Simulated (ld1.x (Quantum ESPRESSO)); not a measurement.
Before and after: PAW potential for titanium (Ti)

```json
{"Element": "titanium", "Generator": "ld1.x (Quantum ESPRESSO) 7.5", "Type": "PAW", "Functional": "PBE", "Relativity": "scalar-relativistic", "Frozen core": "[Ne] 3s2", "Valence charge": "10", "Reference configuration": "3p6 3d2 4s2 4p0", "Partial waves": "4s (bound): rcut 2.50, rcutus 3.05 bohr; 4s channel at 0.05 Ry: rcut 2.50, rcutus 3.05 bohr; 3p (bound): rcut 1.50, rcutus 1.55 bohr; 4p (bound, empty): rcut 1.50, rcutus 1.55 bohr; 3d (bound): rcut 1.65, rcutus 2.10 bohr; 3d channel at 2.4 Ry: rcut 1.65, rcutus 2.10 bohr", "Local potential": "all-electron potential smoothed inside 2.15 bohr (lloc = -2)", "Core correction": "a·sin(br)/r model core, default radius (ld1.x builds one for every PAW set, though the input has nlcc=.false.)", "Augmentation charge": "PSQ, inside the norm-conserving radii"}
```

Change: all radii but the core radius scaled by about 1.13 (s 3.46, p 1.76, d 2.38 bohr, rcut 2.84/1.70/1.88); local potential all-electron potential smoothed inside 2.44 bohr (lloc = -2).

Cutoffs: the cutoffs (Ry, on a coarse ladder) from which the occupation-weighted sum of valence levels, in a spherical-Bessel basis at the reference potential, stays within 10 and 1 mRy of its value at 400 Ry; they do not see the model core or the augmentation charge, which bear on the density cutoff. Errors are all-electron minus pseudo energies relative to the spin-unpolarised reference configuration.

**Question.** How do hardness, ghosts and transferability respond?

**Answer.** The potential gets softer (35 Ry and 60 Ry → 25 Ry and 45 Ry); the number of tests that count goes from 7 to 6; of the 6 tests that both files solve, the error grows in 2 and shrinks in 1 by more than 15 % and 0.3 meV (median size 4.2 → 5.4 meV); neither file shows a bound ghost at the reference potential, the only one tested. A larger radius leaves more room for a smooth pseudo-wave, so fewer plane waves are needed.

| quantity | base | changed |
| --- | --- | --- |
| cutoff, loose | 35 Ry | 25 Ry |
| cutoff, tight | 60 Ry | 45 Ry |
| loose cutoff by channel (10 mRy a level) | s 6 Ry, p 30 Ry, d 18 Ry | s 6 Ry, p 21 Ry, d 15 Ry |
| bound ghosts | none | none |
| tests counted (converged, no solver errors) | 7 of 7 | 6 of 7 |
| error for 3p6 3d2 4s1 4p0, meV [ΔE 7.35 eV] | -0.2 | -0.9 |
| error for 3p6 3d2 4s0 4p0, meV [ΔE 20.92 eV] | +3.6 | -0.8 |
| error for 3p6 3d1 4s2 4p0, meV [ΔE 9.74 eV] | -4.8 | +36 |
| error for 3p6 3d3 4s0 4p0, meV [ΔE 7.39 eV] | -21 | -22 |
| error for 3p6 3d2 4s1.5 4p0, meV [ΔE 2.94 eV] | -0.2 | -0.3 |
| error for 3p6 3d3 4s1 4p0, meV [ΔE 1.11 eV] | -11 | -9.9 |
| lowest overlap eigenvalue by channel | s 0.40, p 0.33, d 0.88 | s 0.40, p 0.14, d 0.89 |

Changed file: Tests not counted: 3p6 3d1 4s0 4p0 (solver errors, printed error -534 eV).
